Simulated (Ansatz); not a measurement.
Computed with Ansatz on PBE0-D4/def2-TZVP structures; ΔE is electronic, products minus reactants. CBS: MP2 limit from def2 TZ/QZ plus the TZ coupled-cluster correction, frozen cores. Functionals use def2-TZVPP. def2 core potentials past Kr. For Sn outer-core shells are correlated without core-valence functions, which leaves a few kJ/mol of doubt a bond. Each species was taken in one conformer, which may not be the lowest.

Reaction (substitution at a C–N bond): `N=CNCS` + `[SH][SnH3]` → `N=C[S][SnH3]` + `NCS`

```
       species  PBE0 energy (Eh)
      `N=CNCS`        -587.23646
  `[SH][SnH3]`        -614.77255
`N=C[S][SnH3]`        -708.14071
         `NCS`        -493.84656
```

Problem. Work out ΔE.

Solution. ΔE = (-708.14071) + (-493.84656) − (-587.23646) − (-614.77255) = 0.02174 Eh = +57.1 kJ/mol. CCSD(T)/CBS gives +52.0 kJ/mol.

Largest T1 diagnostic among the species: 0.015.

From PBE to PBE0 (25 % exact exchange), in def2-TZVPP and without D4, ΔE moves by +6.5 kJ/mol. In def2-TZVPP, CCSD(T) changes the Hartree–Fock value by −9.8 kJ/mol (the triples alone add −2.0 kJ/mol) and MP2 by −8.3 kJ/mol.
